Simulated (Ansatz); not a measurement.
The cluster Zr2S5⁻. Total charge -1; doublet. Geometry PBE-D4/def2-SVPD; atoms count from 1.

```xyz
7

Zr    1.048    0.488    0.920
Zr   -1.014   -0.482   -0.960
S    -2.614   -1.197   -2.434
S     0.410    1.554   -1.252
S     0.929   -1.819   -0.077
S     2.649    1.276    2.355
S    -1.407    0.180    1.449
```

In the def2 sets Zr takes a core potential; there is no spin–orbit coupling. The structure comes from a short search, and lower isomers may exist.

(1) Estimate the Mulliken populations from the PBE0/def2-TZVPD orbitals of Ansatz.

(2) Where does the spin sit?

(3) And the Mayer bond orders between heavy atoms (over 0.3)?

Results:

(1) 
```
atom  charge (e)  spin (α − β)  d electrons
 Zr1        1.09         -0.16         2.03
 Zr2        1.09         -0.16         2.03
  S3       -0.76          0.01            –
  S4       -0.60          0.33            –
  S5       -0.55          0.44            –
  S6       -0.76          0.01            –
  S7       -0.50          0.53            –
```
Mulliken values depend strongly on the basis. With diffuse functions, as here, like atoms can get unlike values, and bond orders can come out too low or too high.

(2) Summed by element: Zr -0.32, S 1.32, of 1 unpaired in all. Largest on single atoms: S7 0.53, S5 0.44, S4 0.33.

(3) Zr1–S4 0.88 (2.50 Å); Zr1–S5 0.82 (2.52 Å); Zr1–S6 1.77 (2.29 Å); Zr1–S7 0.78 (2.53 Å); Zr2–S3 1.77 (2.29 Å); Zr2–S4 0.88 (2.50 Å); Zr2–S5 0.82 (2.52 Å); Zr2–S7 0.79 (2.53 Å).
